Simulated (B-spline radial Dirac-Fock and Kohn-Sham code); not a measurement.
# Two-hole binding energies of Br³⁺

System: the Br³⁺ ion, [Ar] 3d10 4s1 4p3 (not the ground configuration).

Calculated with a radial atomic solver, using Dirac-Fock ΔSCF + Breit + QED. U is the two-hole binding energy less the two single-hole energies, the effective repulsion of the holes after relaxation. Each two-hole energy is an average over J within one jj subconfiguration.

```
          holes  E(a) (eV)  E(b) (eV)  E(ab) (eV)  U (eV)
           1s⁻²    13525.9    13525.9     27570.3   518.4
   1s⁻¹ 3p3/2⁻¹    13525.9      236.7     13803.4    40.7
   1s⁻¹ 3d3/2⁻¹    13525.9      120.2     13681.4    35.3
   1s⁻¹ 3d5/2⁻¹    13525.9      119.2     13680.2    35.1
           2s⁻²     1839.8     1839.8      3763.6    84.0
   2s⁻¹ 2p3/2⁻¹     1839.8     1602.5      3518.3    76.0
   2s⁻¹ 3p3/2⁻¹     1839.8      236.7           ?       ?
   2s⁻¹ 3d3/2⁻¹     1839.8      120.2      1996.4    36.4
   2s⁻¹ 3d5/2⁻¹     1839.8      119.2      1995.2    36.2
2p3/2⁻¹ 3d3/2⁻¹     1602.5      120.2      1759.5    36.8
2p3/2⁻¹ 3d5/2⁻¹     1602.5      119.2      1757.5    35.8
        3d3/2⁻²      120.2      120.2       270.8    30.5
3d3/2⁻¹ 3d5/2⁻¹      120.2      119.2       270.2    30.9
        3d5/2⁻²      119.2      119.2       268.8    30.5
```

Question: Give the missing two-hole energy and U.

Answer: E(ab) = 2113.0 eV and U = 36.5 eV.
